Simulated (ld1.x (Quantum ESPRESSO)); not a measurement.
## Before and after: TM potential for tellurium (Te)

* Element: Te (Z = 52)
* Generator: ld1.x (Quantum ESPRESSO) 7.5
* Type: norm-conserving Troullier–Martins (Kleinman–Bylander form)
* Functional: PBEsol
* Relativity: scalar-relativistic
* Frozen core: [Kr] 4d10
* Valence charge: 6
* Reference configuration: 5s2 5p4
* Partial waves: 5s (bound): rc 1.50 bohr; 5p (bound): rc 2.25 bohr
* Local potential: all-electron potential smoothed inside 1.65 bohr (lloc = -1)
* Core correction: a·sin(br)/r model core inside 0.85 bohr

All-electron outer shells of the reference configuration (PBEsol, scalar-relativistic, ld1.x):

| shell | level (eV) | outermost node (bohr) | outermost maximum (bohr) |
| --- | --- | --- | --- |
| 4p | -114.23 | 0.38 | 0.74 |
| 4d | -41.59 | 0.36 | 0.81 |
| 5s | -15.15 | 0.91 | 1.80 |
| 5p | -5.97 | 1.00 | 2.17 |

Change: all radii but the core radius scaled by about 1.09 (s 1.64, p 2.46 bohr); local potential all-electron potential smoothed inside 1.80 bohr (lloc = -1).

Cutoffs: the cutoffs (Ry, on a coarse ladder) from which the occupation-weighted sum of valence levels, in a spherical-Bessel basis at the reference potential, stays within 10 and 1 mRy of its value at 400 Ry; they do not see the model core or the augmentation charge, which bear on the density cutoff. Errors are all-electron minus pseudo energies relative to the spin-unpolarised reference configuration.

Q: Predict the effect on cutoff, ghosts and configuration errors.

A: The potential gets softer (50 Ry and 110 Ry → 30 Ry and 55 Ry); both files keep a bound ghost (d, s); of the 7 tests that both files solve, the error grows in 0 and shrinks in 5 by more than 15 % and 0.3 meV (median size 17.4 → 15.1 meV). A larger radius leaves more room for a smooth pseudo-wave, so fewer plane waves are needed. That the errors move this way runs against the usual rule that smaller radii transfer better.

| quantity | base | changed |
| --- | --- | --- |
| cutoff, loose | 50 Ry | 30 Ry |
| cutoff, tight | 110 Ry | 55 Ry |
| loose cutoff by channel (10 mRy a level) | s 35 Ry, p 10 Ry | s 15 Ry, p 6 Ry |
| bound ghosts | s, d | s, d |
| error for 5s2 5p3, meV [ΔE 9.75 eV] | -2.0 | +1.9 |
| error for 5s2 5p2, meV [ΔE 27.72 eV] | -17 | +15 |
| error for 5s2 5p1, meV [ΔE 54.68 eV] | -90 | +48 |
| error for 5s1 5p4, meV [ΔE 19.63 eV] | -13 | +4.8 |
| error for 5s0 5p6, meV [ΔE 18.77 eV] | -43 | -24 |
| error for 5s2 5p0, meV [ΔE 91.20 eV] | -331 | +114 |
| error for 5s2 5p3.5, meV [ΔE 3.91 eV] | -0.7 | -0.1 |

 A true bound ghost makes a file unfit for plane-wave use even where its test errors are small: the radial tests pick states by their node count and pass the ghost by.
